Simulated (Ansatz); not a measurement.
## CH7BGe: structure from calculated spectroscopic constants

These gas-phase data were calculated for one isomer of CH7BGe at r2SCAN-D4/def2-SVP (harmonic, unscaled wavenumbers; equilibrium rotational constants with average atomic masses):

```
rotational constants            : 27.29, 3.105, 2.936 GHz
all wavenumbers above 1500 cm⁻¹ : 3147, 3086, 2978, 2580, 2131, 2126, 2114
dipole moment                   : 1.34 D (PBE0/def2-TZVPD)
```

Candidates:

(1) `C[BH][GeH3]`, a singlet
(2) `B[CH2][GeH3]`, a singlet

Which structure fits?

Candidate (1). 1 mode lies between 2350 and 2900 cm⁻¹, one for each B–H bond, while (2) has 2.

The same quantities for all candidates:

```tsv
	rotational constants (GHz)	wavenumbers above 1500 cm⁻¹	dipole (D)	E above the lowest, r2SCAN-D4/def2-SVP (kcal/mol)
(1)	27.29, 3.105, 2.936	3147, 3086, 2978, 2580, 2131, 2126, 2114	1.34	0.6
(2)	19.99, 4.227, 3.863	3145, 3064, 2636, 2550, 2169, 2164, 2152	1.05	0.0
```

Harmonic stretches to hydrogen usually lie a few per cent above observed fundamentals. Each candidate is one conformer. Programs: Ansatz 0.2.0.
